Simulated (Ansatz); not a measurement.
Cl₃In (`[Cl][In]([Cl])[Cl]`), relaxed with RKS PBE-D4/def2-SVP in the Gaussian-basis code of Ansatz from a rough embedded geometry. The force threshold is 0.03 eV/Å; the program also tests the step.

Total charge 0; spin multiplicity 1. In takes the def2 core potential.

Start:

```xyz
4

Cl   -0.005    0.488   -2.113
In    0.533    0.034    0.347
Cl    0.258   -2.383    0.361
Cl   -0.787    1.861    1.404
```

```
step  energy (eV)  largest force (eV/Å)  largest move (Å)
   1  -42717.7217                 1.639             0.000
   2  -42718.3150                 0.933             0.195
   3  -42718.5737                 0.466             0.195
   4  -42718.6995                 0.079             0.200
   5  -42718.7051                 0.007             0.051
```

End:

```xyz
4

Cl    0.191    0.586   -2.258
In   -0.003   -0.001    0.001
Cl    0.375   -2.213    0.669
Cl   -0.563    1.628    1.588
```

Run time 4 s (2 threads of a server CPU on a shared host); peak host memory 0.15 GiB.
